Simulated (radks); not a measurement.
The numbers below are computed, except where a source is named.
Question: The chromium ion Cr2+, configuration [Ar] 3d4. Code: a radial shooting solver on a logarithmic mesh with Libxc functionals. Model: non-relativistic Kohn-Sham, TPSS, spin-polarised, spherical densities, point nucleus; open shells are filled with parallel spins first; meta-GGA in the generalised Kohn-Sham scheme. Some entries of the table are withheld. Estimate them.

orbital  occ.  eigenvalue (eV)  <1/r> (bohr^-1)  r(max) (bohr)
1s down     1        -5867.817            23.53        0.04224
1s up       1        -5867.796            23.53        0.04224
2s up       1        -682.0062            4.981         0.2458
2s down     1        -680.5000            4.989         0.2456
2p up       3        -581.3474            4.920            (1)
2p down     3        -580.1486            4.927            (2)
3s up       1              (3)            1.551         0.7822
3s down     1              (4)            1.547         0.7807
3p up       3         -67.9669            1.429            (5)
3p down     3         -63.6703            1.422            (6)
3d up       4         -24.1614            1.098         0.8121
3d down     0         -20.1797            1.062         0.8173

Answer: 
(1) 2p up r(max) (bohr): 0.1987
(2) 2p down r(max) (bohr): 0.1985
(3) 3s up eigenvalue (eV): -96.0040
(4) 3s down eigenvalue (eV): -91.7388
(5) 3p up r(max) (bohr): 0.7985
(6) 3p down r(max) (bohr): 0.7970
